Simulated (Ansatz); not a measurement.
Born–Oppenheimer molecular dynamics of BClH₆N₂ (10 atoms, charge 0, multiplicity 1). It starts at the highest image of a converged band. Of that band: The profile has 2 maxima (images 3, 5) with wells between them (image 4): this band takes more than one step, which may be the mechanism or a detour left from its start path. A structure lower than the first end lies on the path between it and the top, so the climb from that side starts below the end, which may itself be a saddle point or a shallow side well. Neighbouring images differ by up to 1.9 eV, so the band resolves the path poorly. A vibrational analysis at the climbing image gives one clearly imaginary mode, 718i cm⁻¹: a first-order saddle point.

Computed with Ansatz, RKS BLYP-D4/def2-SVPD.

- ensemble: NVE (velocity Verlet)
- time step: 0.5 fs
- steps asked: 200
- starting velocities drawn for: 300 K
- seed: 8341

First frame:

```xyz
10
Properties=species:S:1:pos:R:3
B -0.033 0.230 -0.116
H 0.132 -0.170 1.253
N 1.245 0.019 -0.694
H 1.376 0.169 -1.693
H 2.109 0.102 -0.164
N -1.289 -0.104 -0.680
H -2.156 0.359 -0.424
H -1.378 -0.818 -1.399
Cl -0.391 2.385 0.785
H 0.000 0.728 1.303
```

(1) How far do the bonds stretch over the last three quarters of this one trajectory? (Pairs bonded in most of those frames.)

## Answers

(1) 
```csv
bond,mean (Å),spread (Å),shortest,longest
B1–N3,1.441,0.050,1.37,1.52
B1–N6,1.419,0.045,1.34,1.52
B1–Cl9,1.930,0.191,1.70,2.29
H2–H10,0.768,0.012,0.75,0.80
N3–H4,1.028,0.022,0.99,1.07
N3–H5,1.025,0.027,0.98,1.07
N6–H7,1.021,0.022,0.98,1.06
N6–H8,1.026,0.036,0.97,1.08
```

Mean temperature of the second half: 1295 K. The conserved energy stayed within 0.37 meV per atom of its start (net change 0.078 meV per atom), so the integration is sound. The kinetic energy rose, since the run started high on the potential surface and went downhill. It ends in pieces (BClH4N2 + H2), so much of that is their flight and rotation, not heat. A run of 0.1 ps of so small a system gives no equilibrium averages. The orbitals stay closed-shell, which can raise the energy where a bond breaks towards radicals; this wasn't checked here.

The run took 3.6 min on 4 threads of Arm Neoverse V2, on a shared host, peak memory 0.17 GiB.
